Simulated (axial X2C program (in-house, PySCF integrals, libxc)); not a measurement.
# Photoelectron levels of CaSr by EOM-IP-CCSD

Calculated with an in-house all-electron X2C program for linear molecules (integrals from PySCF): two-component X2C with atomic mean-field Coulomb and Gaunt terms, Gaussian nuclei, basis Sr dyall-cv3z, Ca dyall-cv3z with contracted cores.

R = 4.080 Å (0.920 times 4.435 Å, the PBE0 minimum at charge 0 for the lowest determinant).

Vertical ionisation energies of CaSr to the states of CaSr⁺:

```
Ω of CaSr⁺  vertical IE (eV)  above lowest (cm⁻¹)                   ionised spinor  one-hole weight
       1/2             4.856                    0  40% Sr sσ, 27% Ca sσ, 16% Ca pσ             0.96
       1/2             6.295                11608             52% Ca sσ, 37% Sr sσ             0.71
```

This point took 38 s on 1 thread of Arm Neoverse N1 (shared host).

Reference electrons by ω block (each with its −ω partner): 1/2: 21, 3/2: 7, 5/2: 1. 20 electrons of CaSr correlated (inner shells frozen), 82 natural virtual spinors (a truncated set); levels can be off by some tenths of an eV. Roots sought by Ω: (1/2: 4, 3/2: 3, 5/2: 1); rows need 60 % one-particle weight and stop where some Ω has no more roots. Missing are any skipped roots, higher Ω and states of a further excitation; these come out far too high here and may in truth be low or lowest. T1 of the reference 0.012 (Lee–Taylor). Number of frozen shells: Sr 3 s, 2 p, 1 d; Ca 2 s, 1 p.
